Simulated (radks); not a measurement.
Spherical quantum dot in the effective-mass picture: electrons in a well V = -V0 / (1 + exp((r - R)/a)) with V0 = 7.98, R = 3.65, a = 0.31, all in effective atomic units (hartree* = m*/eps^2 hartree, bohr* = eps/m* bohr), one dielectric constant everywhere. Calculated with a radial shooting solver with Libxc functionals: non-relativistic Kohn-Sham, LDA (Slater exchange, Perdew-Wang correlation), spin-polarised, spherical densities. Levels are named by radial order and angular momentum (1s, 1p, 1d, 2s, ...), and open shells are averaged over m.

N = 11, configuration 1s2 1p6 1d(up 3, down 0). This is the lowest configuration that the search found. Occupied and some empty levels:

| level | occupation | eigenvalue (hartree*) | <r> (bohr*) |
|---|---|---|---|
| 1s up | 1 | -3.4990 | 2.163 |
| 1s down | 1 | -3.4474 | 2.147 |
| 1p up | 3 | -3.2297 | 2.360 |
| 1p down | 3 | -3.1732 | 2.355 |
| 1d up | 3 | -2.8225 | 2.512 |
| 1d down | 0 | -2.7640 | 2.512 |
| 2s up | 0 | -2.3163 | 1.828 |
| 1f up | 0 | -2.3039 | 2.638 |
| 2s down | 0 | -2.2868 | 1.832 |
| 1f down | 0 | -2.2452 | 2.641 |
| 2p up | 0 | -1.6880 | 2.129 |
| 2p down | 0 | -1.6520 | 2.127 |

Energy (hartree*): total -56.5906, kinetic 7.5029, external -83.265, Hartree 23.209, exchange-correlation -4.0375.
